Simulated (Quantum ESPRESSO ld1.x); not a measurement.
Er+, configuration [Xe] 4f12 6s1. All-electron calculation, scalar-relativistic Kohn-Sham, LDA (Slater exchange, VWN5 correlation), spin-polarised, spherical densities, point nucleus; open shells are filled with parallel spins first. Program: ld1.x of Quantum ESPRESSO 7.5.

Unscreened Slater integrals over Kohn-Sham orbitals (hartree). They are taken over the spin-up orbitals. Empty in this configuration: 5d.

F0(6s,6s): 0.25334
F0(6s,4f): 0.32931
G3(6s,4f): 0.012415
F0(6s,5p): 0.31451
G1(6s,5p): 0.025464
F0(6s,5s): 0.31990
G0(6s,5s): 0.012905
F0(6s,5d): 0.27884
G2(6s,5d): 0.10442
F0(4f,4f): 1.1592
F2(4f,4f): 0.53430
F4(4f,4f): 0.33222
F6(4f,4f): 0.23820
F0(4f,5p): 0.72464
F2(4f,5p): 0.24494
G2(4f,5p): 0.13335
G4(4f,5p): 0.10069
F0(4f,5s): 0.82885
G3(4f,5s): 0.15743
F0(4f,5d): 0.43935
F2(4f,5d): 0.091427
F4(4f,5d): 0.042856
G1(4f,5d): 0.048551
G3(4f,5d): 0.035432
G5(4f,5d): 0.026054
F0(5p,5p): 0.60425
F2(5p,5p): 0.32274
F0(5p,5s): 0.65339
G1(5p,5s): 0.43120
F0(5p,5d): 0.41044
F2(5p,5d): 0.17279
G1(5p,5d): 0.18950
G3(5p,5d): 0.11440
F0(5s,5s): 0.71975
F0(5s,5d): 0.42387
G2(5s,5d): 0.10779
F0(5d,5d): 0.32985
F2(5d,5d): 0.16211
F4(5d,5d): 0.10360

Derived for the open shells (J is the average intra-shell exchange parameter used in DFT+U). 4f: F4/F2 = 0.622, F6/F2 = 0.446, J = (286 F2 + 195 F4 + 250 F6)/6435 = 0.04307 hartree.
